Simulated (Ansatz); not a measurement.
Input for Ansatz (a program for electronic structure): R-CCSD(T)/cc-pVTZ on CH6GaNO (SMILES [CH3][Ga]([NH2])[OH]), a point of a torsion scan. The run froze 17 orbitals, filled d shells among them.

Ansatz 0.2 input:
```yaml
crystal:
  periodic: [false, false, false]
  atoms:
    - {symbol: C, position_ang: [-1.42741986, -0.87128593, 0.14539013]}
    - {symbol: Ga, position_ang: [0.15609324, 0.34950325, -0.20442364]}
    - {symbol: N, position_ang: [0.78653704, 0.90089319, -1.83758605]}
    - {symbol: O, position_ang: [1.02966670, 1.16336404, 1.06128867]}
    - {symbol: H, position_ang: [-1.62784452, -0.92677969, 1.21572712]}
    - {symbol: H, position_ang: [-1.22982781, -1.87377604, -0.23141193]}
    - {symbol: H, position_ang: [-2.30873423, -0.48476252, -0.36402556]}
    - {symbol: H, position_ang: [0.69705938, 0.32564897, -2.66600525]}
    - {symbol: H, position_ang: [1.69618798, 1.34941063, -1.84336512]}
    - {symbol: H, position_ang: [0.92128792, 1.19519087, 2.00759665]}
basis:
  gaussian:
    orbitals: cc-pVTZ
magnetization: {spin_polarized: false}
correlation: {method: ccsd_t, electrons: outside_noble_gas}
scf: {lower_state_search: off}
```

Program output:

```
WARN ansatz: RAYON_NUM_THREADS=1 ignored (pool sized by the plan → 1); use --threads N
Functional definition: HF
these checks for a lower state are left out or cut short: stability, starts, cluster_reference, orbital_swaps, neighbouring_geometries, increment
integrals: 1.02 GiB planned
1268 factors; integrals over basis functions are off by at most 1.2e-3 eV
mean field: 0.70 GiB planned
mean field evaluation 1: about -56977.4244 eV, gradient 5.3e1 eV
mean field evaluation 2: about -56977.5042 eV, gradient 5.3e1 eV
mean field evaluation 4: about -56982.8638 eV, gradient 3.7e0 eV
mean field evaluation 8: about -56982.9165 eV, gradient 2.7e-1 eV
mean field -56982.91679168 eV, -2094.0835676860 hartree, gradient 8.9e-7 eV, S^2 0.000000; 0 other end points of the search recorded, 0 dependent functions left out
17 core orbitals not correlated, not the lowest: weight in the atoms' cores, before any rotation towards them, 0.838 or more for the frozen orbitals, at most 0.156 for the correlated occupied ones
reference -56982.91679168 eV, -2094.0835676860 hartree; 12, 12 occupied and 188, 188 virtual orbitals, 1268 factors
second order -19.64765106 eV of doubles, -0.00000000 eV of singles
coupled cluster: 1.34 GiB planned
cycle   1  -19.83234996 eV  change   -1.8e-1 eV  update   9.0e-2
cycle   2  -20.25259318 eV  change   -4.2e-1 eV  update   2.7e-2
cycle   3  -20.36045044 eV  change   -1.1e-1 eV  update   1.4e-2
cycle   4  -20.35207616 eV  change    8.4e-3 eV  update   3.6e-3
cycle   5  -20.35126619 eV  change    8.1e-4 eV  update   1.7e-3
cycle   6  -20.35169985 eV  change   -4.3e-4 eV  update   5.4e-4
cycle   7  -20.35131915 eV  change    3.8e-4 eV  update   1.8e-4
cycle   8  -20.35127112 eV  change    4.8e-5 eV  update   6.3e-5
cycle   9  -20.35128823 eV  change   -1.7e-5 eV  update   2.4e-5
perturbative correction -0.74809189 eV, -0.0274918700 hartree
Total energy: -57004.01617180 eV, -2094.8589556037 hartree
Checks for a lower state left out: stability, starts, cluster_reference, orbital_swaps, neighbouring_geometries, increment
```

Self-consistency was reached.

Cost: about 2.1 core-minutes (a rough figure).
